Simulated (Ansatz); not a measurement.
H$_{4}$NOPSi (`O[SiH]1NP1`), relaxed with RKS PBE-D4/def2-SVP in Ansatz from a rough embedded geometry. The force threshold is 0.03 eV/Å; the program also tests the step.

The species carries charge 0 and has multiplicity 1.

Start:

```xyz
8

O    -0.281    1.391   -1.331
Si    0.151   -0.050   -0.808
N    -0.356    0.081    0.777
P     1.183   -0.062    1.114
H    -0.513    2.052   -0.629
H    -0.670   -1.166   -1.338
H    -0.904   -0.809    1.027
H     1.391   -1.438    1.188
```

```json
{"step": "1", "energy (eV)": "-20746.9490", "largest force (eV/Å)": "7.762", "largest move (Å)": "0.000"}
{"step": "2", "energy (eV)": "-20748.1614", "largest force (eV/Å)": "4.133", "largest move (Å)": "0.181"}
{"step": "3", "energy (eV)": "-20748.7578", "largest force (eV/Å)": "0.742", "largest move (Å)": "0.199"}
{"step": "4", "energy (eV)": "-20748.8558", "largest force (eV/Å)": "0.569", "largest move (Å)": "0.193"}
{"step": "5 (rejected)", "energy (eV)": "-20748.8267", "largest force (eV/Å)": "1.007", "largest move (Å)": "0.200"}
{"step": "6", "energy (eV)": "-20748.9242", "largest force (eV/Å)": "0.497", "largest move (Å)": "0.096"}
{"step": "7", "energy (eV)": "-20748.9371", "largest force (eV/Å)": "0.241", "largest move (Å)": "0.100"}
{"step": "8", "energy (eV)": "-20748.9415", "largest force (eV/Å)": "0.076", "largest move (Å)": "0.035"}
{"step": "9 (rejected)", "energy (eV)": "-20748.9415", "largest force (eV/Å)": "0.066", "largest move (Å)": "0.041"}
{"step": "10", "energy (eV)": "-20748.9428", "largest force (eV/Å)": "0.036", "largest move (Å)": "0.020"}
{"step": "11", "energy (eV)": "-20748.9428", "largest force (eV/Å)": "0.044", "largest move (Å)": "0.009"}
{"step": "12", "energy (eV)": "-20748.9428", "largest force (eV/Å)": "0.029", "largest move (Å)": "0.004"}
```

End:

```xyz
8

O    -0.421    1.394   -1.485
Si   -0.058    0.007   -0.629
N    -0.539   -0.152    1.003
P     1.275   -0.174    1.157
H    -0.400    2.214   -0.959
H    -0.228   -1.096   -1.620
H    -1.208   -0.605    1.628
H     1.577   -1.587    0.905
```

It took 19 s on 2 threads of an Arm Neoverse V1 on a shared host, with 0.14 GiB of host memory at the peak.
